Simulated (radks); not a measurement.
The antimony anion Sb- inside a hard spherical wall (all orbitals vanish at R), configuration held at [Kr] 4d10 5s2 5p4 and not refilled when levels cross. Calculated with a radial shooting solver on a logarithmic mesh with Libxc functionals: scalar-relativistic Kohn-Sham, LDA (Slater exchange, VWN5 correlation), spin-unpolarised, spherical densities, point nucleus. Eigenvalues in eV, with the zero of energy where the potential of the charges vanishes at infinity; a dash marks a level that is unbound or too diffuse for the functional's potential to be trusted. A positive occupied level is held by the wall or, in an anion where self-interaction has pushed it up, behind a barrier. The pressure on the wall is -dE/dV.

R (bohr)  E (hartree)  kinetic (hartree)    e(4p)    e(4d)   e(5s)   e(5p)  e(6s, empty)  e(5d, empty)  pressure (GPa)
20        -6476.06021           6771.562  -95.096  -27.053  -6.854   0.739         2.111         2.738        < 0.0001
15        -6476.05997           6771.563  -95.050  -27.007  -6.812   0.777         2.642         3.754         0.00142
12        -6476.05884           6771.570  -94.919  -26.877  -6.694   0.883         3.301         4.799          0.0136
8         -6476.03942           6771.664  -93.910  -25.874  -5.844   1.692         6.342         7.828           0.584
4         -6475.14209           6775.106  -82.802  -15.073   3.451  12.910        41.315        27.827             163
3         -6472.54151           6784.062  -69.409   -2.348  19.060  32.398        97.353        56.651            1380
